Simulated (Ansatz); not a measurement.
## A relaxation, step by step

AlSiH4Cl3, closed shell, PBE0-D4/def2-TZVP (Ansatz 0.2.0). Settings:

```yaml
hamiltonian: {xc: pbe0, dispersion: d4}
relax: {f_tol: 0.005, max_steps: 200}
```

Start, a step off a saddle point along its unstable mode:

Al1  (-1.162, 0.090, -0.311)
Si2  (1.142, -0.697, -0.093)
Cl3  (-1.669, 0.943, -2.160)
Cl4  (-2.587, -0.968, 0.811)
H5  (0.180, 1.314, 0.906)
Cl6  (-0.718, 2.119, 1.137)
H7  (2.201, 0.186, -0.680)
H8  (1.586, -1.048, 1.294)
H9  (1.027, -1.939, -0.904)
(Å)

```json
{"step": "1", "energy less the last (meV)": "454.5", "largest force component (eV/Å)": "2.275"}
{"step": "4", "energy less the last (meV)": "112.9", "largest force component (eV/Å)": "0.819"}
{"step": "7", "energy less the last (meV)": "72.3", "largest force component (eV/Å)": "0.122"}
{"step": "10", "energy less the last (meV)": "67.4", "largest force component (eV/Å)": "0.200"}
{"step": "13", "energy less the last (meV)": "44.4", "largest force component (eV/Å)": "0.055"}
{"step": "16", "energy less the last (meV)": "36.2", "largest force component (eV/Å)": "0.072"}
{"step": "19", "energy less the last (meV)": "30.6", "largest force component (eV/Å)": "0.099"}
{"step": "22", "energy less the last (meV)": "23.1", "largest force component (eV/Å)": "0.216"}
{"step": "25 (rejected trial)", "energy less the last (meV)": "39.2", "largest force component (eV/Å)": "1.058"}
{"step": "28 (rejected trial)", "energy less the last (meV)": "10.6", "largest force component (eV/Å)": "0.450"}
{"step": "31", "energy less the last (meV)": "4.2", "largest force component (eV/Å)": "0.248"}
{"step": "34", "energy less the last (meV)": "0.4", "largest force component (eV/Å)": "0.010"}
{"step": "37", "energy less the last (meV)": "0.1", "largest force component (eV/Å)": "0.002"}
{"step": "40", "energy less the last (meV)": "0.0", "largest force component (eV/Å)": "0.014"}
{"step": "42", "energy less the last (meV)": "0.0", "largest force component (eV/Å)": "0.002"}
```

Step 31, positions (Å) and forces (eV/Å):

| atom | x | y | z | Fx | Fy | Fz |
| --- | --- | --- | --- | --- | --- | --- |
| Al1 | -0.941 | 0.047 | -0.378 | 0.019 | 0.027 | 0.042 |
| Si2 | 1.277 | -0.944 | -0.385 | -0.005 | -0.025 | -0.017 |
| Cl3 | -1.766 | 0.916 | -2.106 | 0.006 | -0.003 | 0.011 |
| Cl4 | -2.326 | -0.548 | 1.118 | -0.027 | -0.025 | 0.005 |
| H5 | -1.138 | 1.771 | 1.927 | 0.170 | 0.094 | -0.248 |
| Cl6 | -0.385 | 2.236 | 0.976 | -0.165 | -0.076 | 0.217 |
| H7 | 2.225 | -0.121 | -1.187 | 0.001 | -0.002 | 0.002 |
| H8 | 1.812 | -1.042 | 1.003 | -0.013 | 0.002 | -0.014 |
| H9 | 1.244 | -2.315 | -0.967 | 0.015 | 0.009 | 0.003 |

Step 34, positions (Å) and forces (eV/Å):

```
atom       x       y       z      Fx      Fy      Fz
 Al1  -0.919   0.051  -0.337  -0.001  -0.002   0.008
 Si2   1.289  -0.962  -0.392   0.003   0.000   0.004
 Cl3  -1.760   0.909  -2.062  -0.004   0.000  -0.006
 Cl4  -2.306  -0.537   1.165   0.001   0.000  -0.003
  H5  -1.239   1.823   1.846   0.010   0.002  -0.008
 Cl6  -0.381   2.254   0.984  -0.006  -0.003   0.007
  H7   2.239  -0.112  -1.164  -0.001  -0.001   0.003
  H8   1.828  -1.119   0.988   0.000  -0.002  -0.004
  H9   1.249  -2.307  -1.029  -0.002   0.006   0.001
```

Step 40, positions (Å) and forces (eV/Å):

| atom | x | y | z | Fx | Fy | Fz |
| --- | --- | --- | --- | --- | --- | --- |
| Al1 | -0.927 | 0.038 | -0.327 | 0.000 | 0.001 | -0.002 |
| Si2 | 1.285 | -0.963 | -0.385 | 0.014 | -0.009 | -0.002 |
| Cl3 | -1.783 | 0.860 | -2.063 | -0.002 | 0.000 | -0.001 |
| Cl4 | -2.302 | -0.523 | 1.196 | 0.002 | 0.003 | 0.000 |
| H5 | -1.212 | 1.849 | 1.830 | 0.002 | 0.003 | -0.001 |
| Cl6 | -0.373 | 2.268 | 0.944 | -0.004 | -0.006 | 0.002 |
| H7 | 2.246 | -0.064 | -1.086 | -0.008 | -0.006 | 0.006 |
| H8 | 1.797 | -1.198 | 0.994 | -0.003 | 0.001 | -0.010 |
| H9 | 1.268 | -2.268 | -1.103 | -0.001 | 0.013 | 0.007 |

Last step (42):

Al1  (-0.927, 0.039, -0.328)
Si2  (1.286, -0.962, -0.385)
Cl3  (-1.784, 0.859, -2.064)
Cl4  (-2.301, -0.522, 1.196)
H5  (-1.214, 1.850, 1.830)
Cl6  (-0.373, 2.265, 0.945)
H7  (2.246, -0.064, -1.086)
H8  (1.799, -1.198, 0.994)
H9  (1.267, -2.267, -1.102)
(Å)

Hardware: 8 CPU threads of a Oxide Virtual Turin-like, shared host. Wall time 84 s; peak host memory 0.74 GiB.
